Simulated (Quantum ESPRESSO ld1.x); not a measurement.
Problem. Si I, 14 electrons, occupied as [Ne] 3s2 3p2. Method: Dirac Kohn-Sham, LDA (Slater exchange, Perdew-Wang correlation), spin-unpolarised, spherical densities, point nucleus; open shells are shared between the two j in proportion to 2j + 1; computed with ld1.x of Quantum ESPRESSO 7.5. Some entries of the table are withheld. Estimate them.

orbital,occ.,eigenvalue (eV),<r^2> (bohr^2)
1s1/2,2,-1778.33,0.01678
2s1/2,2,-138.731,(1)
2p1/2,2,(2),0.3648
2p3/2,4,(3),0.3678
3s1/2,2,-10.8787,5.440
3p1/2,0.666667,-4.1845,(4)
3p3/2,1.33333,-4.1518,(5)

Solution. 
(1) 2s1/2 <r^2> (bohr^2): 0.3895
(2) 2p1/2 eigenvalue (eV): -96.0271
(3) 2p3/2 eigenvalue (eV): -95.3805
(4) 3p1/2 <r^2> (bohr^2): 9.368
(5) 3p3/2 <r^2> (bohr^2): 9.434
